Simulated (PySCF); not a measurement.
H₈N₂SSi₂, singlet, geometry from GFN2-xTB. Base run: HF/6-31G, polarisability in PySCF.

Here is a job for PySCF.
```python
from pyscf import gto, scf
from pyscf.prop import polarizability

mol = gto.Mole()
mol.atom = '''
    Si   -1.495643    0.886520   -0.260955
    N    -3.029908    0.136407   -0.165404
    S    -0.164274   -0.698516    0.288394
    Si    1.742261    0.172370   -0.150927
    N     2.835203   -0.988277    0.468643
    H    -1.245396    2.006100    0.649177
    H    -1.264483    1.289837   -1.642836
    H    -3.868318    0.685727   -0.239883
    H    -3.157845   -0.645015    0.456278
    H     1.788595    0.424415   -1.592715
    H     1.917576    1.415052    0.591114
    H     2.549201   -1.951687    0.527835
    H     3.819339   -0.909541    0.280407
'''
mol.basis = '6-31g'
mol.charge = 0
mol.spin = 0
mol.verbose = 4
mol.build()

mf = scf.RHF(mol)
mf.kernel()
alpha = mf.Polarizability().polarizability()[2, 2]
print('alpha_zz =', alpha)
```

The base run was repeated with changes; each row names its change, and settings that it needs were set with it.

```
change                                         alpha_zz (bohr³)  basis functions  core-seconds (rough)
---------------------------------------------  ----------------  ---------------  --------------------
base                                                      51.37               73                     4
finite field (a.u.) = 2e-4; conv_tol = 1e-11              51.37               73                     4
basis = 6-31G*                                              [?]              [?]                     8
finite field (a.u.) = 0.001; conv_tol = 1e-6              51.34               73                     3
finite field (a.u.) = 2e-4; conv_tol = 1e-6               51.42               73                     3
finite field (a.u.) = 0.05; conv_tol = 1e-11              51.61               73                     4
functional = pbe0                                         54.43               73                    40
basis = def2-SVP                                          55.44              122                    10
finite field (a.u.) = 0.02; conv_tol = 1e-11              51.41               73                     4
finite field (a.u.) = 0.001; conv_tol = 1e-11             51.37               73                     4
basis = STO-3G                                            22.42               45                   1.0
basis = cc-pVDZ                                           56.62              122                    10
```

Fill in the missing entries.


- basis = 6-31G*, alpha_zz (bohr³): 52.43
- basis = 6-31G*, basis functions: 98

Finite-field rows take the second difference of the energy in a field along z; a small field with loose convergence shows SCF noise divided by the square of the field, and a large one adds hyperpolarisability.
